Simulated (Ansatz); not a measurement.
Reaction (atomization): `FC1=CC(F)(F)C(F)(F)C1(F)F` → 5 C• + 7 F• + H•

Computed with Ansatz on PBE0-D4/def2-TZVP structures; ΔE is electronic, products minus reactants. CBS: MP2 limit from def2 TZ/QZ plus the TZ coupled-cluster correction, frozen cores. This one scheme is used for every species, atoms too. For atomizations the MP2-based limit and the directly extrapolated one differ by several kJ/mol either way, and by 10 to 25 for some Ge, Se and Sn compounds, so smaller differences from it don't rank the levels. DFT in def2-TZVPP. B3LYP here is the variant with VWN-RPA as its local correlation; programs differ in this. HSE06 is defined as in plane-wave codes. Open shells (•) are unrestricted, without spin–orbit coupling. Spin–orbit coupling would lower the free atoms: a little for C, F.

```
        level  ΔE (kJ/mol)  difference from CCSD(T)/CBS
       B97M-V       5843.2                         31.4
   r2SCANh-D4       5814.6                          2.8
     HSE06-D4       5929.5                        117.7
     PBE-QIDH       5826.4                         14.6
          PBE       6142.6                        330.8
       revPBE       5798.8                        -13.0
        B3LYP       5727.3                        -84.5
      r2SCAN0       5682.4                       -129.4
        HSE06       5901.3                         89.5
HF/def2-TZVPP       3914.5                      -1897.3
  CCSD(T)/CBS       5811.8                            0
```

Q: What do rigid-rotor, harmonic-oscillator terms from PBE0-D4/def2-TZVP frequencies (298.15 K, 1 bar) make of the CCSD(T)/CBS value? (Estimate.)

A: The calculation gave: ΔZPE = -162.7 kJ/mol, ΔH = +5701.8 kJ/mol, ΔS = 1621 J/(mol·K), ΔG = +5218.4 kJ/mol. Open shells count their whole term as degenerate. Modes under 50 cm⁻¹ make the entropy rough.

Largest T1 diagnostic among the species: 0.013.

Leaving LDA and LC-ωPBE aside and taking each functional with its dispersion term where it has one, the values, not all of them listed here, spread over 725.5 kJ/mol, from BHLYP-D4 to PBE-D4. LDA lies +1054.1 kJ/mol from PBE without D4, its usual overbinding. From PBE to PBE0 (25 % exact exchange), in def2-TZVPP and without D4, ΔE moves by −251.0 kJ/mol: exact exchange takes away binding that semilocal exchange gives to molecules. At CCSD(T), def2-SVP lies −258.0 kJ/mol from the extrapolated value and def2-TZVPP −168.7 kJ/mol: correlation converges slowly with the basis, and small sets miss more of it in the bonded molecule than in its fragments.
